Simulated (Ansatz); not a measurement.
A nudged elastic band was laid between two geometries of C3H9NSn (14 atoms, charge 0, multiplicity 1).

Level of theory: RKS PBE/def2-SVP (Ansatz 0.2.0).

- movable images: 5
- climbing image: yes
- spring: 5.0 eV/Å²
- optimiser: quadratic models (default)
- start path: through a guess of the saddle point
- force threshold: 0.05 eV/Å
- iteration limit: 60
- end points: relaxed

First end point:

```xyz
14
Properties=species:S:1:pos:R:3
C -1.188 0.809 1.738
C -0.510 0.416 0.626
C -0.714 1.101 -0.704
N 0.416 -0.624 0.621
Sn 1.463 -1.440 -0.964
H -1.047 0.313 2.711
H -1.899 1.645 1.690
H 0.238 1.529 -1.089
H -1.091 0.389 -1.471
H -1.446 1.925 -0.624
H 0.533 -1.089 1.524
H 0.374 -2.045 -2.167
H 2.509 -0.249 -1.654
H 2.349 -2.710 -0.206
```

Last end point:

```xyz
14
Properties=species:S:1:pos:R:3
C -1.226 0.305 1.487
C -0.265 0.369 0.543
C -0.301 1.262 -0.663
N 0.885 -0.490 0.602
Sn 0.992 -2.439 -0.946
H -1.152 -0.377 2.348
H -2.129 0.923 1.402
H 0.580 1.941 -0.687
H -0.274 0.655 -1.592
H -1.215 1.883 -0.666
H 1.018 -0.888 1.540
H -0.570 -1.872 -1.641
H 1.896 -1.300 -2.029
H 1.748 0.001 0.332
```

Task: Which bonds break or form, and what moves?

Result: Bonds broken: Sn5–H14. Bonds formed: N4–H14.

Task: What energy profile does the band end with?

Result: The run converged. The highest image is number 2 of 0 to 6, 155.6 kJ/mol above the first end and 192.0 kJ/mol above the last; the last end lies 36.4 kJ/mol below the first. Neighbouring images differ by up to 1.7 eV, so the band resolves the path poorly. A vibrational analysis at the climbing image gives one clearly imaginary mode, 1018i cm⁻¹: a first-order saddle point. The orbitals stay closed-shell, which can raise the energy where a bond breaks towards radicals; this wasn't checked here.

```
image  path coordinate (Å)  energy (kJ/mol)  Sn5–H14 (Å)  N4–H14 (Å)
    0                 0.00              0.0         1.72        2.96
    1                 1.93              3.6         1.72        2.97
    2                 3.86            155.6         1.80        1.68
    3                 4.94            -10.3         2.63        1.03
    4                 6.02            -25.8         2.80        1.03
    5                 7.10            -34.2         2.86        1.03
    6                 8.18            -36.4         2.86        1.03
```

Task: What is the geometry of the highest image?

Result: 
```xyz
14
Properties=species:S:1:pos:R:3
C -1.186 0.604 1.709
C -0.468 0.348 0.579
C -0.400 1.331 -0.562
N 0.246 -0.834 0.392
Sn 1.650 -1.611 -1.214
H -1.234 -0.120 2.538
H -1.757 1.537 1.813
H 0.650 1.636 -0.766
H -0.790 0.882 -1.500
H -0.986 2.242 -0.341
H 0.130 -1.499 1.167
H 0.903 -3.140 -1.655
H 1.302 -0.524 -2.537
H 1.928 -0.882 0.405
```

The band took 24 iterations and about 5 core-minutes.

Time of the run: 2.8 min on 2 threads of Intel(R) Xeon(R) 6975P-C (Granite Rapids) (shared host), peak memory 0.21 GiB.
